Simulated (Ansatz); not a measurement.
Saddle point of Si₂H₅ClO, singlet (SiH₄O ([OH][SiH3]) + SiHCl ([SiH][Cl]) → Si₂H₅ClO ([SiH3][O][SiH2][Cl]); bonds formed: Si1–H3; dative contacts that become bonds: Si1–O4; bonds broken: H3–O4), PBE0-D4/def2-TZVP structure:

| atom | x (Å) | y (Å) | z (Å) |
| --- | --- | --- | --- |
| Si1 | -0.0178 | -1.7881 | 0.5833 |
| Cl2 | 1.1814 | -0.9620 | 2.0684 |
| H3 | 0.1842 | -1.3156 | -0.9832 |
| O4 | -0.4223 | -0.3535 | -0.5162 |
| Si5 | 0.0113 | 1.2701 | -0.5944 |
| H6 | -1.3062 | -2.0026 | 1.3155 |
| H7 | 1.4880 | 1.3884 | -0.6106 |
| H8 | -0.5599 | 1.9540 | 0.5878 |
| H9 | -0.5587 | 1.8094 | -1.8506 |

Energies are electronic, without zero-point energy. Barriers and step energies count from the start structure reached by relaxing down the imaginary mode; all methods use the PBE0-D4 structures, on which another method's saddle can fall below an end. Computed with Ansatz 0.2.0 (basis: def2-TZVPP, with def2-QZVPP for the basis limit); correlated methods freeze the cores. B3LYP uses VWN-RPA correlation. Extrapolation: Hartree–Fock as exp(−7.88 √X), correlation as X^−2.97.

| method | barrier (kcal/mol) | step energy (kcal/mol) |
| --- | --- | --- |
| SPW92 | 15.21 | -54.01 |
| PBE-D4 | 17.52 | -54.50 |
| BLYP-D4 | 19.75 | -55.35 |
| r2SCAN-D4 | ? | -62.18 |
| B97M-V | 21.68 | -60.32 |
| PBE0-D4 | 21.65 | -58.55 |
| B3LYP-D4 | 22.75 | -58.84 |
| r2SCAN0-D4 | 21.75 | -63.33 |
| BHLYP-D4 | 27.69 | -63.18 |
| CAM-B3LYP-D4 | 23.80 | -61.38 |
| wB97X-V | 24.07 | -61.79 |
| wB97M-V | ? | -57.58 |
| B2PLYP | 22.32 | -61.76 |
| PBE-QIDH | 23.27 | -63.06 |
| RPA on PBE | 23.75 | -58.91 |
| HF | 35.22 | -69.29 |
| MP2 | ? | -63.66 |
| CCSD | 26.75 | -61.84 |
| CCSD(T) | 24.26 | -60.71 |

Task: Fill in the withheld barriers. (Judge from chemistry; the value comes from the calculation.)

Result: By the calculation: MP2 22.04; wB97M-V 25.38; r2SCAN-D4 17.83 kcal/mol. Each is the energy of the saddle less that of the start structure, by the same method.

For comparison, the barrier by CCSD(T) at an estimated basis limit (MP2 extrapolated from triple and quadruple zeta, plus CCSD(T) − MP2 in triple zeta) is 24.03 kcal/mol.

The T1 diagnostic stays at or below 0.014. The restricted Hartree–Fock reference is unstable towards an unrestricted one at one or more of these structures.

Losses and insertions of silylenes and their heavier kin drive the gas-phase chemistry of silicon and germanium vapour deposition.

Labels in which every atom is bracketed show which atoms are joined, not bond orders.

For scale, one of the runs: CCSD(T)/def2-TZVPP, 227 basis functions, launched by `ansatz run in.yaml --threads 4 --pin off --events-out ev --progress --plain --max-ram 9574MiB`. Hardware: 4 CPU threads of an AMD EPYC 9R45, shared host. Wall time 21 s; peak host memory 3.5 GiB.
